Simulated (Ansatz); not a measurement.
Start from `[CH3][Al]([CH3])[NH2]` and change one element to get `[CH3][In]([CH3])[NH2]`.

Ansatz, PBE0-D4/def2-TZVP geometries, multiplicity 1. Each molecule was computed in one conformer, which needn't be the lowest.

Elements past krypton have def2 core potentials.

```csv
property,`[CH3][Al]([CH3])[NH2]`
HOMO–LUMO gap (PBE/def2-TZVPP) / eV,5.40
HOMO–LUMO gap (ωB97M-V/def2-TZVPP) / eV,11.27
HOMO energy (ωB97M-V/def2-TZVPP) / eV,-9.61
LUMO energy (B3LYP/def2-TZVPP) / eV,0.05
HOMO energy (B3LYP/def2-TZVPP) / eV,-6.95
HOMO energy (PBE0/def2-TZVPP) / eV,-7.19
```

(1) What does the change do to each property? (An estimate is asked.)

Answers

(1) Computed: 
```json
{"property": "HOMO–LUMO gap (PBE/def2-TZVPP) / eV", "`[CH3][In]([CH3])[NH2]`": "4.21", "shift": "-1.19"}
{"property": "HOMO–LUMO gap (ωB97M-V/def2-TZVPP) / eV", "`[CH3][In]([CH3])[NH2]`": "9.90", "shift": "-1.37"}
{"property": "HOMO energy (ωB97M-V/def2-TZVPP) / eV", "`[CH3][In]([CH3])[NH2]`": "-8.95", "shift": "0.66"}
{"property": "LUMO energy (B3LYP/def2-TZVPP) / eV", "`[CH3][In]([CH3])[NH2]`": "-0.61", "shift": "-0.66"}
{"property": "HOMO energy (B3LYP/def2-TZVPP) / eV", "`[CH3][In]([CH3])[NH2]`": "-6.33", "shift": "0.62"}
{"property": "HOMO energy (PBE0/def2-TZVPP) / eV", "`[CH3][In]([CH3])[NH2]`": "-6.55", "shift": "0.64"}
```

With PBE0 the HOMO rises by 0.64 eV and the LUMO falls by 0.68 eV, so the gap narrows by about 1.32 eV. PBE moves the HOMO by 0.56 eV and ωB97M-V by 0.66 eV.

B3LYP here is the variant with VWN-RPA as its local correlation; programs differ in this.
